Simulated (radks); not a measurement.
Results of a calculation; reference values are marked as such.
Task: Sn12+, 38 electrons, occupied as [Kr] 4d2. Code: a radial shooting solver on a logarithmic mesh with Libxc functionals. Model: scalar-relativistic Kohn-Sham, PBE, spin-polarised, spherical densities, finite nucleus; open shells are filled with parallel spins first (spin-orbit coupling, left out, can overturn this in heavy ions); Fermi nuclear charge, rms radius 4.6519 fm. Some entries of the table are withheld. Estimate them.

orbital  occ.  eigenvalue (eV)  <r> (bohr)
1s up       1        -29271.75     0.02906
1s down     1        -29271.75     0.02906
2s up       1        -4641.123      0.1255
2s down     1        -4640.313      0.1255
2p up       3        -4193.282      0.1096
2p down     3        -4192.662      0.1096
3s up       1        -1097.995      0.3382
3s down     1        -1097.598      0.3382
3p up       3        -951.6668      0.3363
3p down     3        -951.2092      0.3362
3d up       5        -727.5478      0.3123
3d down     5        -726.8321      0.3122
4s up       1        -365.8082      0.7708
4s down     1        -362.7514      0.7704
4p up       3        -317.9404      0.8095
4p down     3        -314.8605      0.8095
4d up       2        -245.6470      0.8766
4d down     0        -242.6252      0.8779
5s up       0        -173.3656         (1)
5s down     0        -171.7826         (2)
4f up       0              (3)      0.9815
4f down     0              (4)      0.9854
5p up       0        -155.3526       1.581
5p down     0        -153.8501       1.585

Result: 
(1) 5s up <r> (bohr): 1.489
(2) 5s down <r> (bohr): 1.492
(3) 4f up eigenvalue (eV): -169.1392
(4) 4f down eigenvalue (eV): -166.4538
